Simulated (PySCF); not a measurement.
## Telling isomers of C8H8O2 apart by NMR

One computed conformer, non-relativistic, rapidly exchanging positions averaged, no solvent model. GIAO PBE0/pcSseg-1 shieldings; geometry: PBE0-D3(BJ)/def2-SVP; PySCF 2.14.0 with density-fitted response routines.

Scale: TMS for 1H (31.27 ppm) and 13C (184.41 ppm) (reference shieldings calculated alike). Where no couplings were computed, multiplicities follow the n + 1 count of equivalent neighbours, and m marks all less simple cases (inequivalent or close neighbours, rings, F or P nearby). Acid and N–H amide carbonyl carbons lie up to 10 ppm further downfield in solution (hydrogen bonding). Shifts are as computed. Against solution values, carbons near 30 ppm lie about +2 ppm off and those near 130 ppm about +5 ppm. Of 1211 compounds with measured shifts, 218 miss one by over three times the rms of a fit or turn the order of signals round; such compounds aren't used in these exercises. OH and NH positions are gas-phase values without hydrogen bonding to other molecules.

(1) Tabulate the signals of `Cc1ccccc1C(=O)O`, `c1ccc2c(c1)OCCO2` and their relative energies.

(2) What is the quickest way to tell Cc1ccccc1C(=O)O from c1ccc2c(c1)OCCO2?

Answers

(1) 
```tsv
SMILES	carbon types	δC	δH	E rel. (kcal/mol)
Cc1ccccc1C(=O)O	3×C 4×CH 1×CH3	169.7, 151.4, 139.1, 138.3, 137.3, 130.7, 128.8, 26.4	8.41 (d, 1H), 7.55 (m, 1H), 7.39 (m, 1H), 7.37 (d, 1H), 5.77 (br s, 1H), 2.81 (s, 3H)	0.0
c1ccc2c(c1)OCCO2	2×C 4×CH 2×CH2	147.8, 126.2, 122.4, 64.3	7.01 (m, 2H), 6.96 (m, 2H), 3.88 (s, 4H)	29.4
```

Energies are electronic energies at PBE0/pcSseg-1 on these geometries, without zero-point or thermal terms, each for the one conformer computed, which needn't be the lowest.

(2) Count the carbon signals: 8 against 4. The first has a methyl carbon on an aromatic ring (CH3) at 26.4 ppm, the second an sp3 CH2 bonded to O at 64.3 ppm. Their most deshielded carbons lie at 169.7 and 147.8 ppm. In the proton spectra the most deshielded non-exchanging signals are 8.41 (d, 1H) and 7.01 (m, 2H).
